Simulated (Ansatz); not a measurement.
Reaction (substitution at a C–Si bond): `C#C[SiH2]CN` + H₂Se → `NC[SeH]` + `C#C[SiH3]`

Program: Ansatz. Geometries: PBE0-D4/def2-TZVP. ΔE: electronic, gas phase. CBS: MP2 limit from def2 TZ/QZ plus the TZ coupled-cluster correction, frozen cores. DFT in def2-TZVPP. B3LYP here is the variant with VWN-RPA as its local correlation; programs differ in this. For Se outer-core shells are correlated without core-valence functions, which leaves a few kJ/mol of doubt a bond. Scalar relativity is left out up to krypton. One conformer a species, not always the lowest.

(1) Is it downhill or uphill in electronic energy at CCSD(T)/CBS, and by how much? (An estimate is asked.)

(2) What do these levels give: PBE-D4, r2SCAN-D4, PBE0-D4, ωB97X-V, ωB97M-V, B2PLYP, PBE, B3LYP, HF/def2-QZVPP, MP2/def2-QZVPP, SCS-MP2/def2-QZVPP, CCSD/CBS(def2)? (Estimate.)

Largest T1 diagnostic among the species: 0.013.

Results:

(1) Ansatz gave: Uphill: ΔE = +36.3 kJ/mol.

(2) The calculation gave: PBE-D4 35.0, r2SCAN-D4 37.6, PBE0-D4 37.6, ωB97X-V 37.5, ωB97M-V 39.7, B2PLYP 33.3, PBE 32.6, B3LYP 32.2, HF/def2-QZVPP 33.1, MP2/def2-QZVPP 35.0, SCS-MP2/def2-QZVPP 32.8, CCSD/CBS(def2) 36.8 kJ/mol.

The D4 term adds +3.5 kJ/mol with B3LYP and +2.4 kJ/mol with PBE0; it sums over pairs of atoms, weighted by their polarisabilities, and B3LYP, whose exchange is more repulsive, gets the larger term.
